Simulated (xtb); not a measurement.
GeI$_{3}$, doublet, at a GFN2-xTB geometry, atoms displaced at random by about 0.1 Å a coordinate. Base run: GFN1-xTB in xtb.

Here is a job for xtb.
```
$ xtb mol.xyz --gfn 1 --uhf 1 --opt --json

# file mol.xyz
4

I      2.24975616    -0.98845235     0.06739057
Ge    -0.05412946     0.04368362     0.83307197
I     -1.87836527    -1.40119827    -0.12438763
I     -0.17980972     2.39057479    -0.15588375
```

Variants of this job, named by their change:

| change | ΔE vs base (kcal/mol) | optimiser steps |
|---|---|---|
| base | 0.000 | 14 |
| opt level = loose | 0.019 | 10 |
| opt level = lax | 0.019 | 10 |
| alpb = chcl3 | -10.57 | 15 |
| alpb = dmso | -11.63 | 15 |
| engine = inertial | 0.001 | - |
| opt level = crude | 0.019 | 10 |
| opt level = vtight | 0.000 | 17 |
| opt level = sloppy | 0.019 | 10 |
| engine = lbfgs | 0.000 | - |
